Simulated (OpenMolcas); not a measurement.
A run on Co2+ among 5 point charges of -2 e arranged as a square pyramid (C4v), 2.09 Å from the ion, with the axial distance 2.174 Å.

```
Program             : OpenMolcas 26.06
Method              : SS-CASPT2, IPEA 0.25 Eh, imaginary shift 0.1 Eh (closed shells correlated: 3s 3p)
Basis               : ANO-RCC-VDZP [5s4p2d1f]
Scalar Hamiltonian  : DKH2, point nucleus
Active space        : 7 electrons in 5 orbitals (3d)
State averaging     : 2S+1 = 4 even, 10 roots; 2S+1 = 2 even, 40 roots
Spin-orbit coupling : state interaction with AMFI integrals over the reference wave functions
```

First CASPT2 step and the start of its output:

```
&CASPT2
Multistate=10 1 2 3 4 5 6 7 8 9 10
NoMult
Frozen=5
IPEA=0.25
Imaginary=0.1
MaxIter=60
WThr=0.0 0.3 0.05
PrWF=0.5
NoMix
```

```
--- CASPT2 ---
Orbital specifications:
      -----------------------

      Symmetry species                           1
                                                 a
      Frozen orbitals                            5
      Inactive orbitals                          4
      Active orbitals                            5
      Secondary orbitals                        20
      Deleted orbitals                           0
      Number of basis functions                 34
Type of calculation                        SS-CASPT2
      Fock operator                              state-specific
      IPEA shift                                 0.25
      Real shift                                 0.00
      Imaginary shift                            0.10
      The input orbitals will be transformed to quasi-canonical
Reference energy:       -1396.1071784147
      E2 (Non-variational):      -0.4017609977
      Shift correction:          -0.0067068381
      E2 (Variational):          -0.4084678358
      Total energy:           -1396.5156462504
      Residual norm:              0.0000003835
      Reference weight:           0.89833
      Contributions to the CASPT2 correlation energy
      Active & Virtual Only:         -0.1724686514
      One Inactive Excited:          -0.1646430935
      Two Inactive Excited:          -0.0646492527
Reference energy:       -1396.1054363385
      E2 (Non-variational):      -0.5030542172
      Shift correction:          -0.0074958082
      E2 (Variational):          -0.5105500254
      Total energy:           -1396.6159863638
      Residual norm:              0.0000002899
      Reference weight:           0.76775
      Contributions to the CASPT2 correlation energy
      Active & Virtual Only:         -0.2627601717
...
```

Over all roots the printed reference weights run from 0.03 to 0.92, and roots that are degenerate in the reference spread by up to 8.6 cm-1.

**Question.** Did the run give usable levels, and if not, why?

**Answer.** No. The equations converged, but the reference weight falls to 0.03 for at least one root against 0.92 for the best. A drop of that size marks an intruder state, so the energies of such roots and the levels built on them can't be trusted.
